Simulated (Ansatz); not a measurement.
`CCOBS`. Total charge 0; spin multiplicity 1.

Z-matrix (Å, degrees):
```
C
C 1 1.509
H 1 1.091 2 110.6
H 1 1.092 2 110.8 3 120.2
H 1 1.093 2 110.1 3 -119.9
O 2 1.420 1 110.3 3 -56.9
H 2 1.093 1 110.7 3 61.3
H 2 1.095 1 111.0 3 -178.7
B 6 1.343 2 121.8 1 -112.1
S 9 1.808 6 117.3 2 178.7
H 9 1.199 6 121.9 2 -1.3
H 10 1.341 9 95.3 6 179.8
```

Q: Give the diagnostics of a CCSD(T)/def2-TZVPP run (frozen core, the Gaussian-basis code of Ansatz). (Best estimate.)

A: Ansatz gave: T1 = 0.0126, largest single amplitude 0.029, largest double 0.025, (T) share of the correlation energy 3.9 %, 9 CCSD cycles. The RHF solution is stable towards an unrestricted one. T1 lies under the customary mark of 0.02 for closed shells.
